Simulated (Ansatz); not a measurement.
Ansatz results at the PBE0-D4/def2-TZVP geometry: LUMO energy (ωB97M-V/def2-TZVPP) -0.30 eV; HOMO–LUMO gap (PBE0/def2-TZVPP) 6.26 eV; LUMO energy (PBE0/def2-TZVPP) -2.35 eV.

Each molecule was computed in one conformer, which needn't be the lowest.

(1) Which molecule gave them?
A. `C[O][Sn]([OH])([Cl])[Cl]`
B. `FC(F)(F)[O][SnH3]`
C. `[NH2][Sn]([NH2])([NH2])[NH2]`
D. `[SiH3][SnH3]`

## Answers

(1) A. The others give `[NH2][Sn]([NH2])([NH2])[NH2]`: 1.34, 6.63, -0.27; `FC(F)(F)[O][SnH3]`: 0.47, 8.31, -1.05; `[SiH3][SnH3]`: 1.35, 7.93, -0.07.
